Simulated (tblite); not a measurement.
C6H10ClFO.
Cartesian coordinates in Å at the GFN2-xTB level; atoms count from 1:
```
atom  x, y, z in Å
C1    -1.6935    0.6576   -0.6851
C2    -0.6974   -0.4079   -0.2279
C3    -0.9108   -0.7527    1.2414
C4     0.7526    0.0520   -0.5269
C5     1.8193   -0.9213   -0.0283
F6     0.8725    0.1338   -1.9042
C7     1.0009    1.4158    0.0905
O8     1.1193    1.6239    1.2547
Cl9    1.0917    2.7270   -1.0633
H10   -2.7042    0.2590   -0.6472
H11   -1.4834    0.9657   -1.7065
H12   -1.6450    1.5309   -0.0379
H13   -0.8456   -1.3081   -0.8358
H14   -1.9612   -0.9797    1.4055
H15   -0.6393    0.0859    1.8774
H16   -0.3257   -1.6195    1.5353
H17    2.7769   -0.6553   -0.4707
H18    1.5638   -1.9337   -0.3304
H19    1.8992   -0.8641    1.0520
```

Method: GFN2-xTB as coded in tblite; computed harmonic values from a numerical Hessian at the method's own geometry, unscaled. Against measured fundamentals such values can be off by several per cent, at times by over 20. One conformer, not necessarily the lowest.

Harmonic wavenumbers (cm⁻¹): 43.8, 83.5, 155.9, 195.1, 201.8, 217.5, 244.1, 258.6, 274.3, 335.5, 360.9, 417.9, 430.4, 480.2, 503.9, 613.2, 653.1, 792.1, 909.6, 939.9, 955.6, 965.9, 987.4, 1062.9, 1114.3, 1134.1, 1168.2, 1185.8, 1194.3, 1310.7, 1316.9, 1387.6, 1411.8, 1424.6, 1464.8, 1476.5, 1491.2, 1495.9, 1501.4, 1506.0, 1798.3, 2930.5, 3034.3, 3041.0, 3042.2, 3045.5, 3046.8, 3048.3, 3052.6, 3054.9, 3072.9.

A = 1780, B = 1094, C = 1074 MHz; mass 152.040 u (most abundant isotopes); point group C1, symmetry number 1.

Q: What is the zero-point energy?

A: Half the sum of the wavenumbers: 32917 cm⁻¹ = 393.78 kJ/mol.

Q: Entropy at 298.15 K, 1 bar (ideal gas, RRHO, classical rotation)?

A: Translation 171.51, rotation 123.10, vibration 126.85: S = 421.5 J/(mol K).

Q: And Cp and H(298.15 K) − H(0)?

A: Cp = 168.96 J/(mol K), of which vibrations give 135.70 (their classical limit is 51 R = 424.0); H(298.15 K) − H(0) = 30.61 kJ/mol without the zero-point energy, 20.70 from vibrations.

Q: How do the functions run with temperature in this model?

A: 
```csv
T (K),S (J/(mol K)),Cp (J/(mol K)),H − H(0) (kJ/mol),G − H(0) (kJ/mol),ln q(vib)
100,290.4,80.8,5.31,-23.74,1.49
200,362.4,129.4,15.96,-56.51,4.15
300,422.5,169.7,30.93,-95.83,6.96
500,526.7,241.5,72.35,-191.02,12.45
800,657.3,313.4,156.50,-369.31,20.14
1000,730.8,344.9,222.50,-508.26,24.86
```

q(vib) and H(0) count from the zero-point level.

Q: Blend soft modes into free rotors: weight 1/[1 + (100 cm⁻¹/ν̃)⁴] for the oscillator and the rest for a rotor with moment μB/(μ + B), μ = h/(8π²ν), B = 10⁻⁴⁴ kg m². What vibrational entropy results?

A: 119.05 J/(mol K) in place of 126.85, which changes −T·S at 298.15 K by +2.33 kJ/mol.

Q: What must be added to the electronic energy to get the Gibbs energy at 298.15 K and 1 bar?

A: ZPE + [H(298.15 K) − H(0)] − T·S = 393.78 + 30.61 − 125.66 = 298.73 kJ/mol.

Hindered rotation and anharmonicity are outside this model. Other conformers, if any are populated, would add a mixing term that is left out. The structure is chiral; the term R ln 2 for an equal mix with its mirror image is left out.

Hardware: one thread of an Arm Neoverse N1, no GPU, shared host with 64 logical CPUs at a one-minute load of 26. Cost: 1.2 s wall. This covers the Hessian and the dipole derivatives.
